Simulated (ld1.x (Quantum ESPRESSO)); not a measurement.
## Which change was made? (Si, TM)

- Element: silicon (Si)
- Generator: ld1.x (Quantum ESPRESSO) 7.5
- Type: norm-conserving Troullier–Martins (Kleinman–Bylander form)
- Functional: PBEsol
- Relativity: non-relativistic
- Frozen core: [Ne]
- Valence charge: 4
- Reference configuration: 3s1 3p3
- Partial waves: 3s (bound): rc 1.40 bohr; 3p (bound): rc 1.75 bohr; 3d channel at -0.15 Ry: rc 1.50 bohr
- Local potential: all-electron potential smoothed inside 1.20 bohr (lloc = -1)
- Core correction: Bessel-smoothed model core inside 1.30 bohr

Cutoffs, loose and tight: the cutoffs (Ry, on a coarse ladder) from which the occupation-weighted sum of valence levels, in a spherical-Bessel basis at the reference potential, stays within 10 and 1 mRy of its value at 400 Ry. They do not see the model core or the augmentation charge, which bear on the density cutoff. Test errors are all-electron minus pseudo excitation energies from the reference, over the configurations 3s2 3p2; 3s2 3p1; 3s2 3p0; 3s2 3p1.5; 3s1 3p0; 3s1 3p2; 3s0 3p4; variants that change the core or the reference have their own tests. The largest error is taken over the tests solved by every variant that gives reliable tests at all, those not shown here included: 3s0 3p4; 3s1 3p0; 3s1 3p2; 3s2 3p0; 3s2 3p1; 3s2 3p1.5.

The base gives: outcome: generated; cutoff, loose: 15 Ry; cutoff, tight: 55 Ry; bound ghosts: none; largest test error (meV): +215.

Question: After one change the result is: outcome: generated; cutoff, loose: 15 Ry; cutoff, tight: 55 Ry; bound ghosts: none; largest test error (meV): +140. Which change was it?
A. wave 3p (bound): rc 1.75 bohr becomes 3p (bound): rc 2.12 bohr
B. reference 3s2 3p2
C. type TM semilocal; local potential the s channel
D. local potential all-electron potential smoothed inside 1.14 bohr (lloc = -1)
E. all radii but the core radius scaled by about 1.27 (s 1.78, p 2.22, d 1.90 bohr); local potential all-electron potential smoothed inside 1.52 bohr (lloc = -1)

Answer: D. The others give: type TM semilocal; local potential the s channel → outcome: generated; cutoff, loose: 25 Ry; cutoff, tight: 60 Ry; bound ghosts: none; largest test error (meV): +62 | reference 3s2 3p2 → outcome: generated; cutoff, loose: 18 Ry; cutoff, tight: 70 Ry; bound ghosts: none; largest test error (meV): +301 | wave 3p (bound): rc 1.75 bohr becomes 3p (bound): rc 2.12 bohr → outcome: generated; cutoff, loose: 15 Ry; cutoff, tight: 45 Ry; bound ghosts: s; largest test error (meV): +219 | all radii but the core radius scaled by about 1.27 (s 1.78, p 2.22, d 1.90 bohr); local potential all-electron potential smoothed inside 1.52 bohr (lloc = -1) → outcome: generated; cutoff, loose: 12 Ry; cutoff, tight: 35 Ry; bound ghosts: none; largest test error (meV): +76.
